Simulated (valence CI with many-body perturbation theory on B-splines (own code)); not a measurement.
**Ne³⁺: calculated level list**

Computed by relativistic CI+MBPT: five valence electrons over a frozen Dirac-Fock core [He], radial functions for each j: 9 s, 9 p, 8 d, 6 f, 3 g, 1 h, with the one-electron correlation potential Σ1, the two-electron term Σ2, the three-electron term Σ3, Breit, model QED; selected CI, second order for the rest, scaled by the run's own slope (own B-spline code, finite nucleus).

Against 9 measured levels this calculation errs by 140 cm⁻¹ on average and by 191 at most. These come from a selection out of Moore, Atomic Energy Levels, vol. I, NSRDS-NBS 35 (1971 reprint of NBS Circular 467, 1949), an old analysis. Levels without a partner in it may be off by more. Among the levels kept, up to 2300 cm⁻¹ of a level comes from second order outside the variational space, and about a tenth of that is noise between levels of different J, which matters for small intervals.

Levels 1 to 36 of 36, with energies above the lowest level, 2s2.2p3 4S°_3/2. "Leading %" is the weight of the configuration and term that name the level; weights of strongly mixed levels are sums over their largest components and can fall short, so below about 35 % the name and the second component can differ from the true leading terms, or belong to a minority configuration. Lifetimes count E1, E2, E3, M1 and M2 decay at the calculated energies, and are blank where another channel may lead or the interval is too uncertain; long ones can be off by a factor of two.

```
No.  Configuration  Term    J  E (cm⁻¹)  Leading %  Lifetime   Second component      g
  1        2s2.2p3   4S°  3/2         0         98                               2.002
  2        2s2.2p3   2D°  5/2     41479         98                               1.200
  3        2s2.2p3   2D°  3/2     41513         98     173 s                     0.800
  4        2s2.2p3   2P°  3/2     62749         96    473 ms                     1.333
  5        2s2.2p3   2P°  1/2     62750         96    987 ms                     0.665
  6         2s.2p4    4P  5/2    183951         98    568 ps                     1.601
  7         2s.2p4    4P  3/2    184559         98    562 ps                     1.735
  8         2s.2p4    4P  1/2    184878         98    559 ps                     2.670
  9         2s.2p4    2D  5/2    254415         97    211 ps                     1.200
 10         2s.2p4    2D  3/2    254433         97    210 ps                     0.799
 11         2s.2p4    2S  1/2    300136         97    103 ps                     2.001
 12         2s.2p4    2P  3/2    320478         97   44.8 ps                     1.334
 13         2s.2p4    2P  1/2    321188         96   44.8 ps                     0.667
 14     2s2.2p2.3s    4P  1/2    478510         95    150 ps                     2.669
 15     2s2.2p2.3s    4P  3/2    478896         95    151 ps                     1.734
 16     2s2.2p2.3s    4P  5/2    479476         95    151 ps                     1.601
 17            2p5   2P°  3/2    485244         92   88.9 ps                     1.334
 18            2p5   2P°  1/2    486200         92   88.4 ps                     0.665
 19     2s2.2p2.3s    2P  1/2    488386         95   53.6 ps                     0.667
 20     2s2.2p2.3s    2P  3/2    489090         95   53.6 ps                     1.334
 21     2s2.2p2.3s    2D  5/2    511746         95   84.2 ps                     1.200
 22     2s2.2p2.3s    2D  3/2    511752         95   84.3 ps                     0.799
 23     2s2.2p2.3p   2S°  1/2    515262         95   11.8 ns                     2.002
 24     2s2.2p2.3p   4D°  1/2    520860         95   3.96 ns                     0.001
 25     2s2.2p2.3p   4D°  3/2    521084         95   3.93 ns                     1.202
 26     2s2.2p2.3p   4D°  5/2    521436         95   3.90 ns                     1.373
 27     2s2.2p2.3p   4D°  7/2    521906         95   3.96 ns                     1.429
 28     2s2.2p2.3p   4P°  1/2    524345         95   1.46 ns                     2.666
 29     2s2.2p2.3p   4P°  3/2    524525         95   1.46 ns                     1.732
 30     2s2.2p2.3p   4P°  5/2    524873         95   1.46 ns                     1.599
 31     2s2.2p2.3p   2D°  3/2    530554         95   3.84 ns                     0.800
 32     2s2.2p2.3p   2D°  5/2    531266         95   3.80 ns                     1.201
 33     2s2.2p2.3p   4S°  3/2    532810         89    571 ps  6 % 2s.2p3.3s 4S°  2.001
 34     2s2.2p2.3p   2P°  1/2    536646         95   1.54 ns                     0.666
 35     2s2.2p2.3p   2P°  3/2    536772         95   1.54 ns                     1.334
 36     2s2.2p2.3s    2S  1/2    545877         91   87.5 ps      5 % 2p4.3s 2S  2.002
```

The ionisation energy to 2s2.2p2 3P_0 of the next ion comes out as 97.174 eV (NIST: 97.19 eV (semi-empirical)). All 36 levels together are meant to be complete up to 552027 cm⁻¹.
